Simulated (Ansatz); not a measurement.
Ideal-gas functions of `[NH2][Zr]([OH])([Cl])[Cl]` at 500 K and 1 bar, from an Ansatz frequency run at PBE0-D4/def2-TZVP.

Molar mass 195.16 g/mol, point group Cs (symmetry number 1), electronic degeneracy 1, moments of inertia 254.673, 347.782, 428.207 u Å². Harmonic wavenumbers (cm⁻¹, unscaled): 99, 108, 123, 144, 166, 230, 248, 317, 377, 404, 481, 505, 668, 743, 1536, 3556, 3653, 3983.

Use S(trans) = R[1.5 ln M + 2.5 ln T − 1.1517]; rotational temperatures θ = 24.2544 K / I; S(rot) = R[ln(√π/σ · √(T³/θAθBθC)) + 1.5]; for each mode x = 1.438777 ν̃/T, S = R[x/(eˣ − 1) − ln(1 − e⁻ˣ)] and H = RT x/(eˣ − 1); 1 cm⁻¹ = 0.0119627 kJ/mol; R = 8.31446 J/(mol·K).

By hand: the entropy, in J/(mol·K).

Translation 185.4. Rotation: θ = 0.0952, 0.0697, 0.0566 K, giving 127.5. Vibration, mode by mode: 18.78, 18.06, 16.99, 15.70, 14.54, 11.90, 11.29, 9.36, 8.03, 7.52, 6.25, 5.90, 4.05, 3.42, 0.55, 0.00, 0.00, 0.00, in all 152.4. Electronic 0.0. Sum 465.3 J/(mol·K).

By hand: H − E and G − E in kJ/mol, counted from the electronic energy.

Zero-point energy ½ × 17341 × 0.0119627 = 103.7; thermal vibration 36.6; translation, rotation and pV give 4 RT = 16.6. H − E = 156.9 kJ/mol, and G − E = 156.9 − 500 × 465.3/1000 = -75.8 kJ/mol.

Vibration gives 33 % of the entropy, 69.5 J/(mol·K) of it from the modes under 150 cm⁻¹: soft modes count most, and the harmonic formula is weakest for them. The sum counts one conformer and one mirror image; others add a mixing term.
